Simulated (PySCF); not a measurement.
Bond length, frequency and bond energy of IrBr by level of theory

State: triplet, unpaired electrons π ↑, δ ↑, a mixture of terms (⟨Lz²⟩ = 4.5). Set-up: Ir def2-TZVPP with ECP60, Br def2-TZVPP; scalar-relativistic core potentials (PySCF 2.14). De refers to Ir (5d7 6s2) + Br in their high-spin ground configurations, without counterpoise correction. The functionals are run spin-unrestricted. A positive dipole means Ir(−)Br(+).

```tsv
Level	Re (Å)	ωe (cm⁻¹)	De (eV)	μ (D)
UHF	2.413	236	n/a	-5.26
UHF-MP2	2.260	300	n/a	n/a
UHF-SCS-MP2	2.285	288	n/a	n/a
PBE	2.293	282	n/a	-1.98
r²SCAN	2.294	283	n/a	-2.48
PBE0	2.297	279	n/a	-2.88
r²SCAN0	2.298	279	n/a	-3.13
MN15	2.279	289	n/a	-2.67
M06-2X	2.334	259	n/a	-3.54
ωB97M-V	2.315	274	n/a	-3.44
B2PLYP	2.302	278	n/a	-3.63
```

The bond length runs from 2.260 Å (UHF-MP2) to 2.413 Å (UHF).

Correlated steps freeze 9 core orbitals. De is left out where the level can put another filling of the metal’s s and d shells below the measured ground configuration, by anything from nothing to about 1 eV. These are scalar-relativistic numbers at best; spin–orbit coupling would shift them, the dissociation energy most. B2PLYP dipoles, levels and charges come from its SCF part alone. The state is the lowest single determinant that the PBE0 search found; with open d or f shells the true ground state can be another one.

The whole job (state search and all levels along the bond) took about 13 min on 2 threads of Intel Xeon Platinum 8488C (shared host), peak memory 3.7 GiB.
